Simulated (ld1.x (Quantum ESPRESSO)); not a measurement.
**What one change does to a pseudopotential (boron (B), TM)**

boron, norm-conserving Troullier–Martins (Kleinman–Bylander form), made with ld1.x (Quantum ESPRESSO) 7.5 (PBEsol, non-relativistic). Core [He], reference 2s2 2p1. Waves: 2s (bound): rc 1.15 bohr; 2p (bound): rc 2.05 bohr; 3d channel at 0.25 Ry: rc 1.55 bohr. Local part: all-electron potential smoothed inside 1.90 bohr (lloc = -1). Core correction: Bessel-smoothed model core, default radius (core density twice the valence density).

Change: wave 2s (bound): rc 1.15 bohr becomes 2s (bound): rc 1.50 bohr.

Cutoffs: the cutoffs (Ry, on a coarse ladder) from which the occupation-weighted sum of valence levels, in a spherical-Bessel basis at the reference potential, stays within 10 and 1 mRy of its value at 400 Ry; they do not see the model core or the augmentation charge, which bear on the density cutoff. Errors are all-electron minus pseudo energies relative to the spin-unpolarised reference configuration.

Q: What does the change do?

A: The potential gets softer (25 Ry and 55 Ry → 21 Ry and 50 Ry); of the 7 tests that both files solve, the error grows in 1 and shrinks in 0 by more than 15 % and 0.3 meV (median size 2.2 → 2.4 meV); neither file shows a bound ghost. A larger radius leaves more room for a smooth pseudo-wave, so fewer plane waves are needed.

| quantity | base | changed |
| --- | --- | --- |
| cutoff, loose | 25 Ry | 21 Ry |
| cutoff, tight | 55 Ry | 50 Ry |
| bound ghosts | none | none |
| error for 2s2 2p0, meV [ΔE 8.14 eV] | +18 | +20 |
| error for 2s1 2p0, meV [ΔE 33.40 eV] | +75 | +75 |
| error for 2s2 2p0.5, meV [ΔE 2.86 eV] | +2.2 | +2.4 |
| error for 2s1 2p2, meV [ΔE 5.81 eV] | -0.4 | -0.5 |
| error for 2s1 2p1, meV [ΔE 14.26 eV] | -5.6 | -6.9 |
| error for 2s2 2p1.3, meV [ΔE -0.72 eV] | +0.1 | +0.2 |
| error for 2s0 2p3, meV [ΔE 11.64 eV] | -1.9 | -1.6 |
| s: phases at 2.25 bohr within 0.05 rad from the reference energy up to (Ry; the scan ends near 5) | 3.1 | 3.0 |
| p: phases at 2.25 bohr within 0.05 rad from the reference energy up to (Ry; the scan ends near 5) | 2.5 | 2.5 |
| d: phases at 2.25 bohr within 0.05 rad from the reference energy up to (Ry; the scan ends near 5) | to the end of the scan | to the end of the scan |
